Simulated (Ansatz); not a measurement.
Reactions of CH6GeTe (`[CH3][GeH2][TeH]`).

Calculated with Ansatz (gas phase, PBE0-D4/def2-TZVP geometries, no zero-point term in ΔE). CBS: MP2 limit from def2 TZ/QZ plus the TZ coupled-cluster correction, frozen cores. This one scheme is used for every species. DFT in def2-TZVPP. def2 core potentials past Kr. For Ge, Te outer-core shells are correlated without core-valence functions, which leaves a few kJ/mol of doubt a bond. Scalar relativity is left out up to krypton. Each species was taken in one conformer, which may not be the lowest.

```tsv
reaction	B2PLYP (kJ/mol)	CCSD(T)/CBS(def2) (kJ/mol)
`[CH3][GeH2][TeH]` + `CCC(O)O` → `[CH3][GeH]([OH])[TeH]` + `CCCO`	-72	-70
`[CH3][GeH2][TeH]` + `N[SiH2]C(=O)O` → `[CH3][GeH2][C](=O)O` + `N[SiH2][TeH]`	14	13
`[CH3][GeH2][TeH]` + PH₃ → `P[TeH]` + `[CH3][GeH3]`	39	39
`[CH3][GeH2][TeH]` + `O=CO[SiH2][SiH3]` → `[CH3][GeH2][O]C=O` + `[SiH3][SiH2][TeH]`	39	38
```

Largest T1 diagnostic: 0.016, for `O=CO[SiH2][SiH3]`.
